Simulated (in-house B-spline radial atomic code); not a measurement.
Response of Si2+ as one setting changes: the share of exact exchange in a PBE hybrid. A dash marks a strongly mixed or unbound state. Computed with an all-electron radial atomic-structure program (B-spline basis): linear response of the closed shell [Ne] 3s2 with the functional's adiabatic kernel; non-relativistic, point nucleus, no spin-orbit coupling, no double excitations, S, P, D and F terms only.

```tsv
share of exact exchange in a PBE hybrid	lowest 1P (eV)	lowest 3P, Tamm-Dancoff (eV)	minus highest occupied level (eV)	α (bohr³)
0	3s → 3p 10.225	3s → 3p 6.255	28.478	11.69
0.1	?	?	?	?
0.2	3s → 3p 10.153	3s → 3p 6.148	29.402	11.89
0.3	3s → 3p 10.117	3s → 3p 6.094	29.862	11.99
0.4	?	?	?	?
0.5	3s → 3p 10.042	3s → 3p 5.988	30.78	12.21
0.6	3s → 3p 10.004	3s → 3p 5.934	31.24	12.32
0.7	3s → 3p 9.965	3s → 3p 5.881	31.69	12.44
0.8	3s → 3p 9.926	3s → 3p 5.829	32.15	12.55
0.9	3s → 3p 9.887	3s → 3p 5.776	32.60	12.67
1	3s → 3p 9.846	3s → 3p 5.723	33.05	12.79
```

What belongs in the row for 0.1?

lowest 1P (eV): 3s → 3p 10.189; lowest 3P, Tamm-Dancoff (eV): 3s → 3p 6.201; minus highest occupied level (eV): 28.940; α (bohr³): 11.79.

What belongs in the row for 0.4?

lowest 1P (eV): 3s → 3p 10.080; lowest 3P, Tamm-Dancoff (eV): 3s → 3p 6.041; minus highest occupied level (eV): 30.32; α (bohr³): 12.1.
